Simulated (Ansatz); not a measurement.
System: sum formula AlN2OH5, net charge 0, singlet state. SMILES: [NH2][Al]([NH2])[OH]
Coordinates optimised at B3LYP-D3(BJ)/def2-TZVP (Ansatz, a quantum-chemistry and plane-wave program):
```xyz
9

N     -0.9940    -1.4094    -0.3338
Al    -0.0093     0.0189    -0.0026
N      1.6762    -0.1286     0.5227
O     -0.7643     1.5293    -0.2147
H     -0.6904    -2.3656    -0.2541
H     -1.9545    -1.3686    -0.6339
H      2.1619    -1.0003     0.6607
H      2.2899     0.6430     0.7272
H     -0.3467     2.3773    -0.0703
```

Property: atomisation energy (electronic, to ground-state atoms), in eV. Valence correlation only, unless marked. UHF or UKS for open shells. Spin-orbit coupling is left out. No relativistic terms. The coupled-cluster limit lacks core correlation, which all-electron functionals hold. CBS(X,Y): correlation extrapolated as X^-3; Hartree-Fock from the larger set.

```tsv
level	program	atomisation energy (eV)	minus last row
HF/aug-cc-pV(Q+d)Z	Ansatz	22.88	-10.87
revPBE-D4/def2-TZVPD	Ansatz + dftd4	33.04	-0.71
r2SCAN0-D4/def2-TZVPD	Ansatz + dftd4	32.62	-1.13
MP2/6-31G*	Ansatz	29.51	-4.24
SCS-MP2/cc-pV(T+d)Z	Ansatz	33.17	-0.58
CCSD/cc-pV(T+d)Z	Ansatz	31.95	-1.80
CCSD(T)/CBS(aug-cc-pV(T+d)Z,aug-cc-pV(Q+d)Z)	Ansatz	33.75	0.00
```
